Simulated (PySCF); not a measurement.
C4H9NOSi.
Cartesian coordinates in Å at the GFN2-xTB level; atoms count from 1:
```
atom  x, y, z in Å
N1     3.4754   -0.5357    0.2194
C2     2.3859    0.0012   -0.1062
Si3    0.7299   -0.0936    0.8193
C4    -0.6726   -1.0110   -0.0861
C5    -1.8509   -0.1074    0.2708
C6    -1.3314    1.3308    0.2800
O7    -0.0164    1.3589    0.7851
H8     3.4420   -1.0781    1.0830
H9     2.4331    0.5834   -1.0269
H10    0.9156   -0.5413    2.2028
H11   -0.8550   -2.0355    0.2252
H12   -0.5165   -1.0182   -1.1654
H13   -2.6867   -0.2092   -0.4218
H14   -2.1997   -0.3583    1.2738
H15   -1.3123    1.7418   -0.7353
H16   -1.9480    1.9811    0.9060
```

Theory: PySCF, TDDFT PBE0/def2-SVPD, vertical, gas phase, core orbitals frozen in the response.

Kohn–Sham orbitals with the atoms that hold most of them (Löwdin shares over 4%, at most four atoms; ? is withheld):

```json
{"orbital": "LUMO+2", "ε (eV)": "0.73", "atoms": "Si3 27%, C2 13%, H8 12%, N1 9%"}
{"orbital": "LUMO+1", "ε (eV)": "0.47", "atoms": "Si3 16%, C5 12%, C6 9%, C4 8%"}
{"orbital": "LUMO", "ε (eV)": "?", "atoms": "?"}
{"orbital": "HOMO", "ε (eV)": "-7.03", "atoms": "?"}
{"orbital": "HOMO-1", "ε (eV)": "-8.10", "atoms": "O7 38%, C4 11%, Si3 11%, C6 10%"}
{"orbital": "HOMO-2", "ε (eV)": "-8.84", "atoms": "O7 28%, C4 20%, Si3 11%, C5 10%"}
{"orbital": "HOMO-3", "ε (eV)": "-9.26", "atoms": "O7 30%, C6 17%, C5 16%, H16 8%"}
```

Give the leading atoms of the HOMO.

N1 (bonded to C and H) 47%; C2 (bonded to N, Si and H) 19%; Si3 (bonded to 2 C, O and H) 9%; H8 (bonded to N) 7%.

Give the leading atoms of the LUMO.

N1 (bonded to C and H) 35%; C2 (bonded to N, Si and H) 33%; Si3 (bonded to 2 C, O and H) 13%; H9 (bonded to C) 4%.

What is the LUMO energy, and the HOMO–LUMO gap?

ε(LUMO) = -1.02 eV; the gap is 6.01 eV (0.2208 hartree).

How does S1 compare with the orbital gap of 6.01 eV?

S1 is at 4.13 eV (f = 0.0005), 1.88 eV below the gap, made of HOMO→LUMO (98%). Without the coupling terms of the response equations the lowest excitation would equal the gap.

One configuration dominates each of S1, S2 and S4. Which, and how do the shares of the two leading atoms of either orbital change from the occupied to the empty one?

- S1 (4.13 eV, f 0.0005), HOMO→LUMO (98%): N1 47% → 35%, C2 19% → 33%
- S2 (5.97 eV, f 0.037), HOMO-1→LUMO (96%): O7 38% → at most 5%, C4 11% → at most 5%, N1 at most 11% → 35%, C2 at most 11% → 33%
- S4 (6.71 eV, f 0.031), HOMO-2→LUMO (81%): O7 28% → at most 5%, C4 20% → at most 5%, N1 at most 10% → 35%, C2 at most 10% → 33%

One conformer stands for the species.
